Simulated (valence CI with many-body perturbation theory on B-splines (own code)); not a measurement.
## Energy levels of S XI

Calculated by relativistic CI+MBPT: four valence electrons over a frozen Dirac-Fock core [He], a basis of 11 s, 11 p, 10 d, 8 f, 5 g, 2 h functions for each j, with the one-electron correlation potential Σ1, the two-electron term Σ2, the three-electron term Σ3, Breit, model QED; selected CI, second order for the rest, scaled by the run's own slope (own B-spline code, finite nucleus).

No measured spectrum was set against this ion. As an estimate, levels of excited configurations hold to 0.05 to 0.15 % of their energy, terms of the ground configuration to about 0.5 %. Among the levels kept, up to 880 cm⁻¹ of a level comes from second order outside the variational space, and about a tenth of that is noise between levels of different J, which matters for small intervals.

Levels 136 to 172 of 172, with energies above the lowest level, 2s²2p² ³P_0. "Leading %" is the weight of the configuration and term that name the level; weights of strongly mixed levels are sums over their largest components and can fall short. In the jj column 3d3/2^4 stands for four electrons in 3d with j = 3/2. Lifetimes count E1, E2, E3, M1 and M2 decay at the calculated energies, and are blank where another channel may lead or the interval is too uncertain; long ones can be off by a factor of two.

```
No.  Configuration  Term  J  E (Ry)  Leading %  Second component  Lifetime                   Leading jj
136        2s2p²3p   ³S°  1  26.515         78    18 % 2p³3s ³S°   2.66 ps  2s 2p1/2 2p3/2 3p3/2 (22 %)
137        2s2p²3d    ³P  1  26.518         98                      640 fs  2s 2p1/2 2p3/2 3d5/2 (35 %)
138        2s2p²3d    ³P  2  26.524         97                      644 fs  2s 2p1/2 2p3/2 3d5/2 (39 %)
139        2s2p²3d    ³S  1  26.607         95                      868 fs  2s 2p1/2 2p3/2 3d5/2 (36 %)
140        2s2p²3d    ¹D  2  26.607         97                      671 fs  2s 2p1/2 2p3/2 3d5/2 (42 %)
141        2s2p²3d    ¹P  1  26.667         95                     1.42 ps  2s 2p1/2 2p3/2 3d5/2 (41 %)
142        2s2p²3p   ¹D°  2  26.740         96                     12.6 ps  2s 2p1/2 2p3/2 3p3/2 (38 %)
143        2s2p²3d    ¹S  0  26.853         96                     1.12 ps  2s 2p1/2 2p3/2 3d5/2 (36 %)
144          2p³3s   ⁵S°  2  26.867         99                     46.2 ps      2p1/2 2p3/2^2 3s (54 %)
145        2s2p²3p   ¹P°  1  26.934         95                     8.23 ps      2s 2p3/2^2 3p3/2 (36 %)
146        2s2p²3d    ³D  2  27.139         69   24 % 2s2p²3d ³F   1.25 ps      2s 2p1/2^2 3d3/2 (34 %)
147        2s2p²3d    ³D  1  27.141         95                     1.48 ps      2s 2p3/2^2 3d3/2 (44 %)
148        2s2p²3d    ³D  3  27.144         76   19 % 2s2p²3d ³F   1.04 ps      2s 2p1/2^2 3d5/2 (44 %)
149        2s2p²3d    ³F  2  27.202         54   30 % 2s2p²3d ³D   2.18 ps  2s 2p1/2 2p3/2 3d3/2 (33 %)
150        2s2p²3d    ³F  3  27.252         72   21 % 2s2p²3d ³D   1.86 ps      2s 2p3/2^2 3d5/2 (35 %)
151        2s2p²3d    ³F  4  27.271         94      4 % 2p³3p ³F   2.33 ps      2s 2p3/2^2 3d5/2 (56 %)
152        2s2p²3d    ¹D  2  27.335         65   16 % 2s2p²3d ³F   3.06 ps      2s 2p3/2^2 3d3/2 (44 %)
153          2p³3s   ³S°  1  27.361         77  21 % 2s2p²3p ³S°   2.70 ps      2p1/2 2p3/2^2 3s (41 %)
154        2s2p²3d    ¹P  1  27.375         50   44 % 2s2p²3d ³D    797 fs  2s 2p1/2 2p3/2 3d3/2 (48 %)
155        2s2p²3d    ³D  3  27.402         92                     2.57 ps      2s 2p3/2^2 3d5/2 (43 %)
156        2s2p²3d    ³D  2  27.404         76   17 % 2s2p²3d ¹D   1.81 ps      2s 2p3/2^2 3d5/2 (36 %)
157        2s2p²3d    ³D  1  27.413         53   43 % 2s2p²3d ¹P   1.04 ps      2s 2p3/2^2 3d5/2 (34 %)
158        2s2p²3d    ³P  2  27.532         92                      467 fs  2s 2p1/2 2p3/2 3d5/2 (38 %)
159        2s2p²3d    ³P  1  27.555         94                      459 fs      2s 2p3/2^2 3d3/2 (36 %)
160        2s2p²3d    ³P  0  27.559         97                      452 fs      2s 2p3/2^2 3d3/2 (59 %)
161        2s2p²3d    ¹F  3  27.614         93                      345 fs  2s 2p1/2 2p3/2 3d5/2 (34 %)
162          2p³3s   ³D°  1  27.704         94                     5.99 ps      2p1/2 2p3/2^2 3s (44 %)
163          2p³3s   ³D°  2  27.706         94                     5.97 ps      2p1/2 2p3/2^2 3s (63 %)
164          2p³3s   ³D°  3  27.711         94                     5.88 ps      2p1/2 2p3/2^2 3s (94 %)
165          2p³3p    ⁵P  1  27.712         98                     3.90 ps   2p1/2 2p3/2^2 3p1/2 (47 %)
166          2p³3p    ⁵P  2  27.720         97                     3.92 ps   2p1/2 2p3/2^2 3p1/2 (31 %)
167          2p³3p    ⁵P  3  27.735         98                     3.91 ps   2p1/2 2p3/2^2 3p3/2 (54 %)
168        2s2p²3d    ¹D  2  27.843         93                      372 fs      2s 2p3/2^2 3d5/2 (29 %)
169          2p³3s   ¹D°  2  27.894         92   5 % 2s2p²3p ¹D°   2.73 ps      2p1/2 2p3/2^2 3s (73 %)
170          2p³3p    ³P  1  27.971         97                     2.47 ps   2p1/2^2 2p3/2 3p3/2 (35 %)
171          2p³3p    ³P  2  27.971         97                     2.32 ps   2p1/2 2p3/2^2 3p3/2 (41 %)
172          2p³3p    ³P  0  27.978         98                     2.51 ps   2p1/2 2p3/2^2 3p3/2 (84 %)
```

Names give the largest LS component (configuration and term), which can be under half, so a name can repeat, a term be missing and a line seem to break the LS rules; names also repeat where a configuration has a term twice.
